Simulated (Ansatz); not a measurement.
Born–Oppenheimer molecular dynamics of a periodic cell of 36 atoms, H6C2O (contents 4 CH3CH2OH, density as packed 0.72 g/cm³ with natural masses). It starts from a partly relaxed structure (largest force component 0.16 eV/Å).

Method: DFT PBE-D3(BJ), scalar-relativistic, plane waves, PAW in Ansatz 0.2.0. Settings: accuracy low, cutoff 420 eV, k mesh 1x1x1, fermi-dirac smearing 0.05 eV, no spin polarisation.

* ensemble: NVT, Langevin thermostat
* time step: 0.75 fs
* steps asked: 300
* set temperature: 1000 K
* friction: 0.02 /fs
* seed: 586751

Frames 7.5 fs apart, positions in Å.

Velocities at 45.0 fs (Å/ps):

```
C 10.61 -9.63 -2.56
C 4.73 -2.96 5.27
O 5.01 8.39 -3.21
H 9.31 25.07 -3.89
H 18.23 -18.59 -7.78
H 33.18 39.12 5.73
H -45.80 17.10 16.84
H 7.00 28.26 -3.94
H 0.23 31.68 39.79
C 0.19 -2.64 -2.25
C -10.35 1.35 7.53
O 1.16 -2.83 5.52
H -52.01 -3.52 7.09
H 6.88 -25.29 24.68
H -17.73 17.10 22.10
H 17.88 17.82 -4.67
H -36.95 44.08 31.67
H -2.17 44.51 24.86
C 3.50 1.29 -2.04
C -2.67 -0.12 -0.20
O 0.80 -8.11 0.06
H -69.00 7.05 -26.84
H -15.16 -63.89 -34.26
H 66.54 5.67 -10.44
H 23.27 7.42 30.41
H 22.47 -9.50 31.07
H -17.96 9.80 -41.07
C 7.88 10.65 -2.77
C 2.32 0.20 3.24
O -0.06 1.38 3.17
H 10.11 -40.09 15.89
H 21.16 39.14 21.60
H -14.41 -35.42 -2.75
H -18.86 -21.19 -14.03
H -2.40 -42.60 -1.50
H 21.12 22.58 -21.65
```

```xyz
36
Lattice="7.5291 0.0000 0.0000 0.0000 7.5291 0.0000 0.0000 0.0000 7.5291" Properties=species:S:1:pos:R:3 time_fs=45.0 energy_less_start_eV=3.733 T=735
C 0.769 1.559 2.752
C 1.947 1.603 1.667
O 1.751 2.556 0.646
H 2.189 2.305 -0.319
H 2.899 1.907 2.200
H 2.047 0.634 1.238
H 0.301 1.081 3.654
H 0.415 2.571 2.994
H -0.229 1.423 2.028
C 4.768 3.847 5.152
C 3.225 3.478 4.989
O 2.853 2.223 5.797
H 2.324 1.697 5.146
H 2.534 4.186 5.343
H 2.974 3.229 3.931
H 5.095 4.674 4.449
H 4.766 4.211 6.255
H 5.580 3.052 4.978
C 2.626 5.857 0.386
C 3.221 4.817 1.409
O 4.210 3.994 0.818
H 5.006 3.920 1.277
H 3.560 5.406 2.392
H 2.227 4.250 1.533
H 1.779 6.292 0.879
H 3.342 6.670 0.124
H 2.150 5.516 -0.636
C 6.492 -0.457 7.183
C 5.688 0.874 7.024
O 5.339 1.405 8.436
H 4.487 1.797 8.142
H 6.244 1.677 6.394
H 4.639 0.709 6.488
H 6.679 -1.050 6.261
H 7.433 -0.301 7.741
H 5.939 -1.186 7.696
36
Lattice="7.5291 0.0000 0.0000 0.0000 7.5291 0.0000 0.0000 0.0000 7.5291" Properties=species:S:1:pos:R:3 time_fs=52.5 energy_less_start_eV=4.064 T=741
C 0.767 1.538 2.712
C 1.994 1.632 1.721
O 1.734 2.598 0.625
H 2.369 2.340 -0.135
H 2.961 1.843 2.223
H 2.300 0.601 1.198
H 0.609 0.989 3.612
H 0.791 2.628 2.980
H -0.171 1.521 2.208
C 4.714 3.889 5.164
C 3.182 3.447 5.055
O 2.849 2.228 5.788
H 2.100 1.890 5.379
H 2.521 4.252 5.485
H 2.801 3.357 4.027
H 5.062 4.616 4.487
H 4.758 4.398 6.012
H 5.560 3.099 5.189
C 2.684 5.858 0.388
C 3.190 4.831 1.364
O 4.159 3.947 0.804
H 4.970 3.971 1.458
H 3.608 5.206 2.423
H 2.432 3.977 1.657
H 1.976 6.398 1.017
H 3.516 6.559 0.288
H 2.300 5.615 -0.525
C 6.538 -0.395 7.162
C 5.691 0.851 7.029
O 5.364 1.376 8.446
H 4.398 1.669 8.386
H 6.190 1.637 6.675
H 4.833 0.549 6.561
H 6.710 -0.892 6.222
H 7.502 -0.608 7.768
H 5.889 -1.252 7.704
36
Lattice="7.5291 0.0000 0.0000 0.0000 7.5291 0.0000 0.0000 0.0000 7.5291" Properties=species:S:1:pos:R:3 time_fs=60.0 energy_less_start_eV=3.823 T=792
C 0.764 1.616 2.628
C 2.034 1.643 1.707
O 1.696 2.567 0.628
H 2.346 2.460 -0.008
H 2.811 1.964 2.403
H 2.243 0.668 1.355
H 1.244 0.718 3.291
H 1.021 2.564 3.192
H -0.125 1.407 2.083
C 4.640 3.912 5.189
C 3.164 3.445 5.132
O 2.895 2.230 5.745
H 1.970 2.076 5.535
H 2.620 4.348 5.685
H 2.696 3.426 4.138
H 4.885 4.526 4.214
H 4.899 4.561 6.071
H 5.290 3.103 5.297
C 2.807 5.889 0.470
C 3.134 4.784 1.353
O 4.157 3.907 0.797
H 4.956 3.979 1.640
H 3.497 5.387 2.114
H 2.279 4.261 1.737
H 1.984 6.502 1.006
H 3.656 6.605 0.172
H 2.426 5.411 -0.525
C 6.586 -0.430 7.211
C 5.729 0.830 7.128
O 5.376 1.313 8.454
H 4.469 1.824 8.564
H 6.258 1.724 6.646
H 4.814 0.605 6.426
H 6.678 -0.657 6.122
H 7.511 -0.361 7.745
H 5.840 -1.138 7.575
36
Lattice="7.5291 0.0000 0.0000 0.0000 7.5291 0.0000 0.0000 0.0000 7.5291" Properties=species:S:1:pos:R:3 time_fs=67.5 energy_less_start_eV=3.465 T=880
C 0.848 1.680 2.574
C 2.017 1.697 1.708
O 1.679 2.508 0.652
H 2.363 2.611 0.010
H 2.829 2.197 2.308
H 2.281 0.665 1.474
H 1.157 0.676 3.000
H 0.512 2.352 3.426
H -0.150 1.406 2.032
C 4.565 3.932 5.189
C 3.147 3.540 5.184
O 2.926 2.189 5.700
H 1.938 2.041 5.698
H 2.664 4.153 5.779
H 2.744 3.505 4.168
H 4.760 4.205 4.120
H 4.987 4.516 6.109
H 5.067 2.914 5.194
C 2.845 5.920 0.457
C 3.094 4.772 1.384
O 4.148 3.907 0.845
H 4.896 3.915 1.528
H 3.645 5.460 2.228
H 2.138 4.399 1.647
H 1.970 6.434 0.804
H 3.696 6.509 0.174
H 2.483 5.412 -0.462
C 6.588 -0.440 7.235
C 5.783 0.848 7.216
O 5.366 1.236 8.459
H 4.726 2.047 8.269
H 6.456 1.535 6.625
H 4.918 0.622 6.496
H 6.895 -0.668 6.142
H 7.493 -0.139 7.786
H 5.959 -1.257 7.603
36
Lattice="7.5291 0.0000 0.0000 0.0000 7.5291 0.0000 0.0000 0.0000 7.5291" Properties=species:S:1:pos:R:3 time_fs=75.0 energy_less_start_eV=3.295 T=879
C 0.802 1.630 2.587
C 2.062 1.824 1.775
O 1.629 2.458 0.615
H 2.519 2.466 0.018
H 3.001 2.232 2.217
H 2.425 0.750 1.515
H 0.650 0.731 3.157
H 0.480 2.276 3.320
H -0.036 1.611 1.931
C 4.537 3.887 5.118
C 3.071 3.589 5.196
O 2.967 2.156 5.671
H 2.009 1.942 5.804
H 2.306 4.237 5.912
H 2.631 3.700 4.192
H 4.751 4.290 4.195
H 4.944 4.501 5.854
H 4.989 2.832 5.114
C 2.840 5.933 0.418
C 3.123 4.858 1.469
O 4.098 3.923 0.906
H 4.797 3.919 1.430
H 3.432 4.987 2.564
H 2.149 4.169 1.426
H 2.021 6.567 0.791
H 3.721 6.569 0.285
H 2.489 5.601 -0.521
C 6.606 -0.438 7.226
C 5.813 0.793 7.218
O 5.347 1.214 8.502
H 5.000 2.040 8.306
H 6.460 1.539 6.786
H 4.975 0.651 6.647
H 6.997 -0.728 6.290
H 7.603 -0.249 7.856
H 6.185 -1.324 7.837
36
Lattice="7.5291 0.0000 0.0000 0.0000 7.5291 0.0000 0.0000 0.0000 7.5291" Properties=species:S:1:pos:R:3 time_fs=82.5 energy_less_start_eV=4.040 T=811
C 0.725 1.573 2.647
C 2.117 1.882 1.816
O 1.587 2.443 0.534
H 2.422 2.256 -0.075
H 2.860 2.402 2.410
H 2.522 0.975 1.433
H 0.194 0.666 3.332
H 0.583 2.629 3.277
H 0.066 1.674 1.829
C 4.481 3.842 5.015
C 2.917 3.551 5.196
O 3.013 2.160 5.658
H 2.081 1.829 5.687
H 2.296 4.234 5.922
H 2.446 3.704 4.208
H 4.726 4.556 4.151
H 4.920 4.420 5.841
H 5.010 2.933 5.011
C 2.845 6.007 0.488
C 3.115 4.858 1.537
O 4.087 3.891 0.950
H 4.844 3.946 1.448
H 3.119 5.011 2.546
H 2.276 4.175 1.476
H 2.043 6.644 0.912
H 3.652 6.708 0.378
H 2.594 5.629 -0.513
C 6.682 -0.480 7.291
C 5.795 0.725 7.210
O 5.380 1.190 8.548
H 5.065 2.050 8.376
H 6.337 1.633 6.901
H 4.881 0.613 6.411
H 6.935 -0.793 6.328
H 7.544 -0.291 7.811
H 6.191 -1.309 7.747
```

Of the whole run (225 fs, mean temperature of the second half 1029 K): A run of 0.23 ps of so small a system gives no equilibrium averages. Limits of this set-up: coarse k mesh, low accuracy level.

Run time: 11 min on 1 thread of Arm Neoverse V2 (shared host), peak memory 0.43 GiB.
